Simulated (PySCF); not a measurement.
Compound: hexafluoroethane, C₂F₆.
Bonds: F1–C2, C2–F3, C2–F4, C2–C5, C5–F6, C5–F7, C5–F8.

The same species was optimised twice, with GFN2-xTB and with PBE0-D3(BJ)/def2-SVP (PySCF), and the same property calculations (PySCF, gas phase) were run on both structures.

```tsv
coordinate	GFN2-xTB	PBE0-D3(BJ)/def2-SVP	change
C2–C5 (Å)	1.559	1.543	-0.016
C5–F8 (Å)	1.328	1.323	-0.005
F1–C2 (Å)	1.328	1.323	-0.005
C5–F7 (Å)	1.328	1.324	-0.004
C2–F4 (Å)	1.328	1.324	-0.004
C2–F3 (Å)	1.328	1.324	-0.004
C5–F6 (Å)	1.328	1.324	-0.004
C2–C5–F6 (°)	110.6	109.8	-0.8
F1–C2–C5 (°)	110.6	109.8	-0.8
F3–C2–C5 (°)	110.5	109.8	-0.7
F3–C2–F4 (°)	108.4	109.2	+0.8
F6–C5–F7 (°)	108.4	109.2	+0.8
F1–C2–F3 (°)	108.4	109.1	+0.7
F6–C5–F8 (°)	108.4	109.1	+0.7
F1–C2–F4 (°)	108.4	109.1	+0.7
F1–C2–C5–F6 (°)	-60	-60	0
```

Rotational constants: A = 2866, B = 1810, C = 1810 MHz (GFN2-xTB) against A = 2859, B = 1857, C = 1856 MHz (PBE0-D3(BJ)/def2-SVP). Point groups within 0.08 Å: D3d and D3d.

On the GFN2-xTB structure: HOMO (eV) -11.51 [PBE0/pcSseg-1]; LUMO (eV) 2.09 [PBE0/pcSseg-1]; GIAO shielding of F1 (×6) (mean) (ppm) 271.2 [PBE0/pcSseg-1]; GIAO shielding of C2/C5 (mean) (ppm) 61.9 [PBE0/pcSseg-1].

**Question.** What do these properties become on the PBE0-D3(BJ)/def2-SVP structure?

**Answer.** 
| property | level | on GFN2-xTB | on PBE0-D3(BJ)/def2-SVP | change |
| --- | --- | --- | --- | --- |
| HOMO (eV) | PBE0/pcSseg-1 | -11.51 | -11.41 | +0.10 |
| LUMO (eV) | PBE0/pcSseg-1 | 2.09 | 2.34 | +0.25 |
| energy, GFN2-xTB geometry as zero (kcal/mol) | PBE0/pcSseg-1 | 0.0 | -0.3 | -0.3 |
| GIAO shielding of F1 (×6) (mean) (ppm) | PBE0/pcSseg-1 | 271.2 | 276.5 | +5.3 |
| GIAO shielding of C2/C5 (mean) (ppm) | PBE0/pcSseg-1 | 61.9 | 63.3 | +1.4 |

The heavy atoms differ by 0.022 Å rms after alignment. Among bonds between heavy atoms C2–C5 changes most (-0.016 Å). Changes are differences of the printed values. Neither structure is proved a minimum here.

Conformer computed: `[F:1][C:2]([F:3])([F:4])[C:5]([F:6])([F:7])[F:8]`: F1–C2–C5–F6 -60°.
